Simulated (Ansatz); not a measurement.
Be2S2⁻, that is (BeS)2 ring with one electron more. Charge -1, multiplicity 2. Geometry PBE0-D4/def2-TZVP, that of the neutral singlet.

```csv
atom,x (Å),y (Å),z (Å)
Be1,0.385,-0.694,-0.563
S2,-0.641,-1.163,0.995
Be3,-0.385,0.694,0.563
S4,0.641,1.163,-0.995
```

At PBE-D4/def2-TZVPD, r2SCAN-D4/def2-TZVPD, PBE0-D4/def2-TZVPD the highest occupied level of the charge -1 doublet lies above zero (up to 0.68 eV). By energy differences its removal costs 1.54 eV (vertical, to the charge 0 singlet, at PBE-D4/def2-TZVPD); a positive level beside a positive removal energy at the same level points to self-interaction error.

(1) Estimate the α-spin orbital energies around the gap (eV) in Ansatz with PBE-D4/def2-TZVPD, r2SCAN-D4/def2-TZVPD, PBE0-D4/def2-TZVPD.

Results:

(1) 
```
orbital  PBE-D4/def2-TZVPD  r2SCAN-D4/def2-TZVPD  PBE0-D4/def2-TZVPD
 HOMO−5              -3.06                 -3.40               -4.31
 HOMO−4              -2.61                 -2.84               -3.73
 HOMO−3              -2.47                 -2.71               -3.65
 HOMO−2              -2.30                 -2.53               -3.47
 HOMO−1              -1.12                 -1.33               -2.18
   HOMO               0.68                  0.52                0.09
   LUMO               2.18                  2.27                2.58
 LUMO+1               3.09                  3.54                3.45
 LUMO+2               3.19                  3.59                3.54
 LUMO+3               3.21                  3.69                3.70
 LUMO+4               3.27                  3.83                3.75
 LUMO+5               3.44                  3.84                3.84
 β HOMO              -1.14                 -1.38               -2.22
 β LUMO               1.88                  2.27                2.50
```
